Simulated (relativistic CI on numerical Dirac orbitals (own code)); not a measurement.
# Mo6+: from the plainest model towards the measured levels

Calculated with a relativistic CI code on KLI orbitals (one set per configuration, finite nucleus), adding one ingredient at a time: step 1, Dirac-Coulomb, each configuration alone; step 2, with Breit and QED terms; step 3, with configuration mixing; step 4, with scaled Slater integrals (0.9); step 5, with a P86 correlation estimate; step 6, tied to the ionisation limit. P86 is a density functional for the correlation energy, evaluated here for each configuration and added to its levels. Step 6 is semi-empirical: configurations made of the next ion and one excited electron move by -1254 cm⁻¹, so that their limit matches the tabulated ionisation energy, and those with a non-penetrating f or g electron also take the P86 value of the least penetrating other one.

Configuration list (outside the closed core [Ar] 3d10): 4s2 4p6, 4s2 4p5 4d, 4s2 4p5 5s, 4s2 4p5 5d, 4s2 4p5 6s, 4s 4p6 5p, 4s2 4p5 6d, 4s2 4p5 7s, 4s2 4p5 8s, 4s2 4p5 9s, 4s 4p6 4d, 4s2 4p5 4f, 4s 4p6 4f, 4s2 4p5 5p, 4p6 4d2, 4p5 4d3, 4p5 4d2 5s, 4p5 4d2 5d, 4p5 4d2 6s, 4p5 4d2 6d.

Computed minus measured energy above the ground level, in cm⁻¹, for 12 of the 12 excited levels that pair in every step (one J of a term; a digit in brackets numbers repeated terms):

```csv
Configuration,Term,J,Measured,Step 1,Step 2,Step 3,Step 4,Step 5,Step 6
4s2 4p5 4d,3P°,1,305563,-3140,-3577,-3713,-1277,254,-1000
4s2 4p5 4d,3D°,1,341711,1248,676,605,-53,1477,224
4s2 4p5 4d,1P°,1,417538,25024,24420,18187,7924,9591,8339
4s2 4p5 5s,"(3/2,1/2)°",1,481294,-371,-450,-1270,-1311,5855,4603
4s2 4p5 5s,"(1/2,1/2)°",1,502930,139,-277,-1091,-1123,6042,4791
4s2 4p5 5d,3P°,1,658992,-3858,-4229,-5608,-4889,2836,1591
4s2 4p5 6s,"(3/2,1/2)°",1,710061,-5774,-6007,-6089,-6146,2320,1067
4s2 4p5 6s,"(1/2,1/2)°",1,732563,-5233,-5817,-5989,-5993,2475,1222
4s2 4p5 7s,"(3/2,1/2)°",1,816413,-7720,-8012,-7162,-7352,1820,572
4s2 4p5 7s,"(1/2,1/2)°",1,839342,-7218,-7862,-6346,-6771,2232,1175
4s2 4p5 8s,"(3/2,1/2)°",1,874998,-8522,-8839,-7884,-8076,1661,408
4s2 4p5 8s,"(1/2,1/2)°",1,898093,-8024,-8694,-7755,-7944,1795,541
```

Mean absolute errors in cm⁻¹, over all paired levels and for the configurations:

| Configuration, levels | Step 1 | Step 2 | Step 3 | Step 4 | Step 5 | Step 6 |
| --- | --- | --- | --- | --- | --- | --- |
| all, 12 | 6356 | 6572 | 5975 | 4905 | 3196 | 2128 |
| 4s2 4p5 4d, 3 | 9804 | 9558 | 7501 | 3085 | 3774 | 3188 |
| 4s2 4p5 5s, 2 | 255 | 364 | 1181 | 1217 | 5949 | 4697 |
| 4s2 4p5 5d, 1 | 3858 | 4229 | 5608 | 4889 | 2836 | 1591 |
| 4s2 4p5 6s, 2 | 5504 | 5912 | 6039 | 6069 | 2397 | 1145 |
| 4s2 4p5 7s, 2 | 7469 | 7937 | 6754 | 7061 | 2026 | 874 |
| 4s2 4p5 8s, 2 | 8273 | 8766 | 7819 | 8010 | 1728 | 474 |

Measured levels: Sugar and Musgrove, J. Phys. Chem. Ref. Data 17, 155 (1988).

Q: What does each ingredient do to the ground and the excited configurations, and where is the model closest to experiment?

A: Mixing lowers the ground level by 907; relative to it the configurations that move most are 4s2 4p5 4d by -2147, 4s2 4p5 5d by -1379, 4s2 4p5 7s by +1183. The P86 estimate moves 4s2 4p5 8s by +9738, 4s2 4p5 7s by +9087, 4s2 4p5 6s by +8467, and takes the mean absolute error of the excited configurations from 4905 to 3196. Step 6 takes that error from 3196 to 2128; the error more than halves for 4s2 4p5 6s, 4s2 4p5 7s, 4s2 4p5 8s. The mean absolute error is lowest at step 6 (2128 cm⁻¹), and the largest single drop is from step 4 to 5 (4905 to 3196).
